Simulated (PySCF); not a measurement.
PySCF input file for H2OZn, SMILES [OH][ZnH], PBE0-D3(BJ)/def2-TZVP. Coordinates come from a PBE0-D3(BJ)/def2-TZVP optimisation.

```python
import numpy as np
from pyscf import gto, scf, dft, df
from pyscf.hessian import thermo

mol = gto.M(
    atom='''
    Zn   -0.00651296   -0.37310153    0.00000000
    H    -0.00208162   -1.88733976    0.00000000
    O     0.11256525    1.39761662    0.00000000
    H    -0.70305157    1.89945264    0.00000000
    ''',
    basis='def2-TZVP',
    charge=0,
    spin=0,
    max_memory=1600,
    verbose=3,
)
mf = dft.RKS(mol, xc='pbe0').density_fit(auxbasis='def2-universal-jkfit')
mf.disp = 'd3bj'
mf.grids.level = 3
mf.conv_tol = 1e-11
mf.max_cycle = 100
mf.kernel()

# analytic Hessian; the response equations are solved on a coarser grid
h, args, fine = mf.Hessian(), (mf.mo_energy, mf.mo_coeff, mf.mo_occ), mf.grids
h.max_memory = max(150, 2.5e-5 * df.make_auxmol(mol, mf.with_df.auxbasis).nao * mol.nelec[0] * (mol.nelec[0] + mol.nao))  # MB; small integral blocks
h1ao = h.make_h1(mf.mo_coeff, mf.mo_occ)
mf.grids = dft.Grids(mol).set(level=1).build(with_non0tab=True)
mo1, mo_e1 = h.solve_mo1(*args, h1ao)
mf.grids = fine
hess = h.hess_elec(*args, mo1, mo_e1, h1ao) + h.hess_nuc()
if mf.do_disp():
    hess += h.get_dispersion()
for i in range(mol.natm):  # the analytic DFT Hessian lacks the response of the grid: restore translational invariance
    hess[i, i] -= hess[i].sum(axis=0)
hess = (hess + hess.transpose(1, 0, 3, 2)) / 2
vib = thermo.harmonic_analysis(mol, hess, imaginary_freq=False)
thermo.dump_normal_mode(mol, vib)
th = thermo.thermo(mf, vib['freq_au'][vib['freq_au'] > 0], 298.15, 101325)
thermo.dump_thermo(mol, th)
g0 = mf.nuc_grad_method().set(verbose=0).kernel()

# dipole derivatives [dipole axis, atom, xyz] from the same response
r, irp = mol.intor('int1e_r'), mol.intor('int1e_irp').reshape(3, 3, mol.nao, mol.nao)
sl, dm0, ok = mol.aoslice_by_atom(), np.array(mf.make_rdm1()), []
dmu = np.einsum('a,xt->xat', mol.atom_charges(), np.eye(3))
for a, (_, _, p0, p1) in enumerate(sl):
    dmu[:, a] += 2 * np.einsum('xtij,ij->xt', irp[:, :, :, p0:p1], dm0.reshape(-1, mol.nao, mol.nao).sum(0)[:, p0:p1])
    for u, c, occ, f in [(mo1, mf.mo_coeff, mf.mo_occ, 4)]:
        dmu[:, a] -= f * np.einsum('tui,xuv,vi->xt', u[a], r, c[:, occ > 0], optimize=True)
L = vib['norm_mode']
ir = 974.8801 * (np.einsum('xat,kat->kx', dmu, L) ** 2).sum(1)       # km/mol
apt = np.einsum('xax->a', dmu) / 3

# polarisability derivatives from nuclear gradients in small electric fields
h0, F = mf.get_hcore(), 0.005
def in_field(f, guess):
    m = mf.copy()
    m.verbose, m.conv_tol, m.conv_tol_grad = 0, 1e-11, 2e-7
    m.get_hcore = lambda *a: h0 + np.einsum('x,xij->ij', f, r)
    m.kernel(guess)
    ok.append(m.converged)
    dm = np.array(m.make_rdm1())
    g = m.nuc_grad_method().kernel() - np.outer(mol.atom_charges(), f)
    for a, (_, _, p0, p1) in enumerate(sl):
        g[a] -= 2 * np.einsum('x,xtij,ij->t', f, irp[:, :, :, p0:p1], dm[:, p0:p1])
    return g, -np.einsum('xij,ij->x', r, dm), dm
E = np.eye(3) * F
g0, _, dm0 = in_field(np.zeros(3), dm0)
gp = [in_field(e, dm0) for e in E]
gm = [in_field(-e, 2 * dm0 - p[2]) for e, p in zip(E, gp)]
alpha = np.array([(p[1] - q[1]) / (2 * F) for p, q in zip(gp, gm)])  # bohr^3
check = abs(np.array([-(p[0] - q[0]) / (2 * F) for p, q in zip(gp, gm)]) - dmu).max()
print('static polarisability / bohr^3:', alpha.round(3))
print('largest difference of analytic and finite-field dipole derivatives / e:', check)
da = np.zeros((3, 3, mol.natm, 3))
for x in range(3):
    da[x, x] = -(gp[x][0] + gm[x][0] - 2 * g0) / F**2
for x, y in ((0, 1), (0, 2), (1, 2)):
    up, down = in_field(E[x] + E[y], gp[x][2] + gp[y][2] - dm0), in_field(-E[x] - E[y], gm[x][2] + gm[y][2] - dm0)
    both = -(up[0] + down[0] - 2 * g0) / F**2
    da[x, y] = da[y, x] = (both - da[x, x] - da[y, y]) / 2
aq = np.einsum('xyat,kat->kxy', da, L) * 0.529177210903**2           # A^2/amu^1/2
a = np.einsum('kxx->k', aq) / 3
g2 = 1.5 * (aq**2).sum((1, 2)) - 4.5 * a**2
raman, depol = 45 * a**2 + 7 * g2, 3 * g2 / (45 * a**2 + 4 * g2 + 1e-12)
print('mode   freq/cm-1   IR/(km/mol)   Raman/(A^4/amu)   depolarisation')
for k, w in enumerate(vib['freq_wavenumber']):
    print(f'{k + 1:4d} {w:11.2f} {ir[k]:13.3f} {raman[k]:17.3f} {depol[k]:16.3f}')
print('max |gradient| / (hartree/bohr):', abs(g0).max())
print('APT charges:', apt.round(4))
```

Log of the run:

```
converged SCF energy = -1855.52809331503

WARN: DFTD3 does not support analytical Hessian, using finite difference


WARN: Mole.unit (angstrom) is changed to Bohr

Mode                                 0                   1                   2
Irrep
Freq [cm^-1]                      471.0251            488.3195            666.4380
Reduced mass [au]                   1.0659              1.0859              7.1317
Force const [Dyne/A]                0.1393              0.1526              1.8662
Char temp [K]                     677.7002            702.5830            958.8559
Normal mode                   x     y     z       x     y     z       x     y     z
       0  Zn                -0.02  0.00  0.00   -0.00 -0.00 -0.03    0.01  0.05 -0.00
       1   H                 0.92  0.01 -0.00    0.00 -0.00  0.95   -0.12  0.06  0.00
       2   O                 0.03 -0.02 -0.00    0.00  0.00  0.04   -0.04 -0.21  0.00
       3   H                 0.18  0.22 -0.00    0.00  0.00  0.12    0.21  0.17  0.00
Mode                                 3                   4                   5
Irrep
Freq [cm^-1]                      723.1943           1984.3817           3924.0388
Reduced mass [au]                   1.2013              1.0245              1.0671
Force const [Dyne/A]                0.3702              2.3769              9.6808
Char temp [K]                    1040.5156           2855.0835           5645.8182
Normal mode                   x     y     z       x     y     z       x     y     z
       0  Zn                 0.01 -0.03  0.00   -0.00 -0.02 -0.00   -0.00 -0.00 -0.00
       1   H                -0.20 -0.02 -0.00   -0.00  0.99  0.00    0.00 -0.00  0.00
       2   O                -0.06  0.06 -0.00    0.00  0.00  0.00   -0.05  0.03  0.00
       3   H                 0.41  0.79 -0.00   -0.00 -0.01  0.00    0.81 -0.52  0.00
temperature 298.1500 [K]
pressure 101325.00 [Pa]
Rotational constants [GHz] 766.22570 10.62394 10.47865
Symmetry number 1
Zero-point energy (ZPE) 0.01881 [Eh]   49390.205 [J/mol]
                           tot       elec      trans        rot        vib
Entropy [J/mol/K]       251.464      0.000    163.915     78.961      8.587
Cv [J/mol/K]             42.864      0.000     12.472     12.472     17.921
Cp [J/mol/K]             51.179      0.000     20.786     12.472     17.921
Internal energy [J/mol]                      3718.434   3718.434  51255.699
Internal energy [Eh]   -1855.50574  -1855.52809
Enthalpy [J/mol]                             6197.391   3718.434  51255.699
Enthalpy [Eh]          -1855.50479
Gibbs free energy [J/mol]                  -42673.999 -19823.875  48695.507
Gibbs free energy [Eh] -1855.53335
static polarisability / bohr^3: [[24.636  0.15  -0.   ]
 [ 0.149 35.265  0.   ]
 [-0.    -0.    24.071]]
largest difference of analytic and finite-field dipole derivatives / e: 0.0006650654447259985
mode   freq/cm-1   IR/(km/mol)   Raman/(A^4/amu)   depolarisation
   1      471.03        73.303             2.319            0.704
   2      488.32        63.616             1.496            0.750
   3      666.44       112.224             8.410            0.125
   4      723.19        47.599             2.665            0.706
   5     1984.38        77.988           138.538            0.157
   6     3924.04        50.058           109.466            0.201
max |gradient| / (hartree/bohr): 2.1179588914509567e-05
APT charges: [ 0.8086 -0.2673 -0.7813  0.2401]
```

The calculation finished and met its thresholds.

Cost: very roughly 40 core-seconds.
